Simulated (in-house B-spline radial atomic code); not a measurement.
Radial electron density of Cs¹⁴⁺, [Kr] 4d5. Level of theory: scalar-relativistic (X2C) SCAN, spin-polarised, spherical fractional occupations, Fermi nucleus of rms radius 4.8041 fm; calculated with a radial B-spline atomic code at the basis-set limit.

One-electron X2C: radii and densities carry no picture-change correction, so inner-shell <1/r> comes out high (for 1s by about 2 % at Z = 33, 5 % at 54, 10 % at 75, 30 % at 118) and <r> low.

Columns: r (bohr), 4πr²n(r) (electrons per bohr), bar.

```
0.000774    2.245 #
0.000935    3.016 #
 0.00113    4.041 ##
 0.00136     5.36 ###
 0.00165    7.162 ###
 0.00199    9.431 ####
  0.0024    12.33 ######
  0.0029    16.03 ########
  0.0035    20.59 ##########
 0.00423    26.17 ############
 0.00511    32.72 ################
 0.00618    40.21 ###################
 0.00746    48.21 #######################
 0.00901     56.3 ###########################
  0.0109    63.72 ##############################
  0.0131    69.26 #################################
  0.0159    72.41 ##################################
  0.0192    72.26 ##################################
  0.0232    69.27 #################################
   0.028    65.07 ###############################
  0.0338    62.38 ##############################
  0.0408    64.11 ###############################
  0.0493    71.58 ##################################
  0.0595    82.64 #######################################
  0.0719    91.69 ############################################
  0.0868     92.4 ############################################
   0.105    83.24 ########################################
   0.127    70.88 ##################################
   0.153    65.83 ###############################
   0.185    71.38 ##################################
   0.223     78.5 #####################################
    0.27    73.28 ###################################
   0.326    53.72 ##########################
   0.393    33.36 ################
   0.475    24.72 ############
   0.574    25.84 ############
   0.693    25.08 ############
   0.837     17.6 ########
    1.01    8.444 ####
    1.22    2.647 #
    1.47   0.5328 
    1.78  0.05992 
    2.15 0.003721 
     2.6 0.0001081
```

On this grid the curve has 4 maxima, near 0.0159, 0.0868, 0.223, 0.574 bohr.

The 4d up radial function P(r) = rR(r), positive near the nucleus:

```json
{"r (bohr)": "0.00901", "P": "0.00208"}
{"r (bohr)": "0.0131", "P": "0.005689"}
{"r (bohr)": "0.0192", "P": "0.01548"}
{"r (bohr)": "0.028", "P": "0.03989"}
{"r (bohr)": "0.0408", "P": "0.09648"}
{"r (bohr)": "0.0595", "P": "0.2134"}
{"r (bohr)": "0.0868", "P": "0.4123"}
{"r (bohr)": "0.127", "P": "0.6547"}
{"r (bohr)": "0.185", "P": "0.7482"}
{"r (bohr)": "0.27", "P": "0.4028"}
{"r (bohr)": "0.393", "P": "-0.431"}
{"r (bohr)": "0.574", "P": "-1.207"}
{"r (bohr)": "0.837", "P": "-1.177"}
{"r (bohr)": "1.22", "P": "-0.5321"}
{"r (bohr)": "1.78", "P": "-0.09359"}
{"r (bohr)": "2.6", "P": "-0.004409"}
```
